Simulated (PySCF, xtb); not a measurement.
## Relative energy of two conformers of GeH2O

Structure a is `[OH][GeH]`, a singlet and structure b is `[OH][GeH]`, a singlet. Both are isolated molecules in the gas phase, relaxed with B3LYP/6-31G*.

a (Å):

| atom | x (Å) | y (Å) | z (Å) |
| --- | --- | --- | --- |
| Ge | -0.9670 | 0.5883 | 0.6155 |
| O | 0.4533 | -0.2479 | 1.3715 |
| H | 1.2077 | -0.2031 | 0.7609 |
| H | -1.9089 | 0.2847 | 1.8883 |

b (Å):

```yaml
atoms:
  - { symbol: Ge, position_ang: [-0.6582, -0.2973, -0.3227] }
  - { symbol: O, position_ang: [0.8575, 0.3429, 0.4307] }
  - { symbol: H, position_ang: [-0.3210, 0.2361, -1.8317] }
  - { symbol: H, position_ang: [1.4234, 0.7968, -0.2133] }
```

Estimate which is lower in electronic energy at CCSD(T)/def2-TZVPP, and by roughly how much.

CCSD(T)/def2-TZVPP gives E(b) − E(a) = +0.51 kJ/mol, slightly favouring structure a, which is too small a margin to settle the true order.

How the difference moves with the method:

| level | geometry | E(b) − E(a) (kJ/mol) | departure from the last row (kJ/mol) | job, with rough time for the two |
| --- | --- | --- | --- | --- |
| B3LYP/6-31G* | B3LYP/6-31G* | +1.32 | +0.81 | optimisation, 20 s |
| HF/def2-TZVPP | B3LYP/6-31G* | −1.67 | −2.18 | part of the CCSD(T) run |
| MP2/def2-TZVPP | B3LYP/6-31G* | +1.00 | +0.49 | part of the CCSD(T) run |
| CCSD(T)/def2-TZVPP | B3LYP/6-31G* | +0.51 |  | single point, 73 s |

The largest departure from CCSD(T)/def2-TZVPP is that of HF/def2-TZVPP, 2.18 kJ/mol. Levels run at GFN2-xTB geometries aren't shown.

With thermal terms from frequencies at re-optimised GFN2-xTB minima (ideal gas, soft modes damped towards free rotors, one conformer each, 400 K, 1 atm): the zero-point term adds −1.72 kJ/mol; ΔH is −0.91 and ΔG −1.41 kJ/mol.

The correlated steps freeze 10 core orbitals; the filled d shell of Ge is correlated, in a basis made for valence electrons. Run with PySCF 2.14.0, xtb 6.7.1 (Pople sets with spherical d functions); the last row on 2 threads of Arm Neoverse V1 on a shared host.
